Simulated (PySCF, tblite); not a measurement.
Compound: C6H16BNO.
Structure used (GFN2-xTB), in Å, numbered top down from 1:
```
atom  x, y, z in Å
C1     2.8419   -0.1588    0.6227
O2     1.6500   -0.6316    0.0505
C3     0.5168    0.1578    0.3539
C4     0.4426    1.5090   -0.3618
C5    -1.0520    1.8739   -0.4163
B6    -1.8612    0.5695    0.1560
N7    -0.6966   -0.5841   -0.0137
C8    -0.8965   -1.7377    0.8580
C9    -0.6297   -1.0425   -1.4024
H10    3.6067   -0.8978    0.3913
H11    2.7463   -0.0597    1.7109
H12    3.1349    0.8092    0.2039
H13    0.4709    0.3239    1.4423
H14    0.8794    1.4095   -1.3579
H15    1.0293    2.2505    0.1818
H16   -1.3273    2.1424   -1.4369
H17   -1.2374    2.7619    0.1869
H18   -2.0876    0.6448    1.3251
H19   -2.8048    0.2225   -0.4779
H20   -0.9538   -1.4076    1.8930
H21   -1.8382   -2.2177    0.6003
H22   -0.0765   -2.4505    0.7478
H23    0.2503   -1.6690   -1.5536
H24   -0.5875   -0.1857   -2.0664
H25   -1.5307   -1.6081   -1.6284
```

Jobs on this species (25 atoms, 72 electrons) with PySCF (density fitting) and tblite. Hardware of each: one thread, Arm Neoverse V1 (aarch64), no GPU, shared host. Other jobs ran on the host; a repeat could differ by tens of per cent or more.

```
level and settings                                                             work  basis functions  SCF cycles  wall time
          GFN2-xTB                                    Hessian by finite differences                –           –          ?
     PBE0/pcSseg-1  shieldings, ring-centre shieldings, charges and field gradients              233          14       72 s
          GFN2-xTB                                                L-BFGS relaxation                –           –     0.98 s
```

Task: Fill in the missing figures.

Result: 
- GFN2-xTB; Hessian by finite differences: 1.1 s

Task: What do all jobs in the table cost together?

Result: About 74 s; the longest takes about 97 % of that, and about 73 times as long as the shortest.
